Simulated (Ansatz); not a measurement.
Consider the redistribution: `CSB(F)F` + `[CH3][Mo](=[O])(=[O])[Cl]` → `CSB(F)Cl` + `[CH3][Mo](=[O])(=[O])[F]`.

Isolated molecules relaxed with PBE0-D4/def2-TZVP in Ansatz; ΔE leaves out vibrations. CCSD(T)/CBS is the MP2 limit (def2-TZVPP, def2-QZVPP) plus CCSD(T) − MP2 in def2-TZVPP, frozen cores. Functionals use def2-TZVPP. Elements past krypton have def2 core potentials. For Mo outer-core shells are correlated without core-valence functions, which leaves a few kJ/mol of doubt a bond. Each species was taken in one conformer, which may not be the lowest.

```tsv
level	ΔE (kJ/mol)
LDA (SPW92)	56.0
ωB97X-V	54.2
PBE	51.0
PBE0	58.8
BHLYP	67.7
CAM-B3LYP	59.0
CCSD(T)/def2-TZVPP	68.1
SCS-MP2/def2-QZVPP	76.0
```

Task: What does CCSD(T)/CBS give? (Best estimate.)

Result: Computed: +67.8 kJ/mol. The listed levels differ from it by -11.8, -13.6, -16.8, -9.0, -0.1, -8.8, 0.3, 8.2 kJ/mol.

Largest T1 diagnostic among the species: 0.025, so the coupled-cluster value is less sure than usual.

From BLYP to BHLYP (50 % exact exchange), in def2-TZVPP and without D4, ΔE moves by +13.4 kJ/mol. Leaving LDA and LC-ωPBE aside and taking each functional with its dispersion term where it has one, the values, not all of them listed here, spread over 20.1 kJ/mol, from revPBE-D4 to PBE-QIDH. LDA lies +5.1 kJ/mol from PBE without D4.
